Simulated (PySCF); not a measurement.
A species of formula FH6NSi2 has this rotational fingerprint, computed with PySCF 2.14.0, PBE0-D3(BJ)/def2-SVP geometry optimisation, gas phase:

| Quantity | Value |
| --- | --- |
| Rotational constants | A = 11008, B = 1988, C = 1767 MHz |
| Dipole components | \|μa\| = 2.67 D, \|μb\| = 0.90 D, \|μc\| = 0.47 D |
| Inertial defect | -14.01 u·Å² |
| κ | -0.95 |

**Question.** Which structure is it? (One computed conformer of each.)
A. `[NH2:1][SiH2:2][SiH2:3][F:4]` with H–N1–Si2–Si3 158° and -62°, N1–Si2–Si3–F4 171°
B. `[NH2:1][Si@H:2]([F:3])[SiH3:4]` with H–N1–Si2–F3 -77° and 75°

**Answer.** A. It is N[SiH2][SiH2]F, a near-prolate asymmetric top. The candidates at the same level (rigid rotor, commonest isotopes):

| SMILES | A (MHz) | B (MHz) | C (MHz) | μa (D) | μb (D) | μc (D) | Δ (u·Å²) | point group | rotor |
| --- | --- | --- | --- | --- | --- | --- | --- | --- | --- |
| N[SiH2][SiH2]F | 11008 | 1988 | 1767 | 2.67 | 0.90 | 0.47 | -14.01 | – | near-prolate asymmetric top |
| N[Si@H](F)[SiH3] | 5726 | 2869 | 2144 | 0.57 | 1.95 | 0.26 | -28.71 | C1 | asymmetric top |

`N[Si@H](F)[SiH3]` has A 48 % too low. No structure here is proved a minimum.
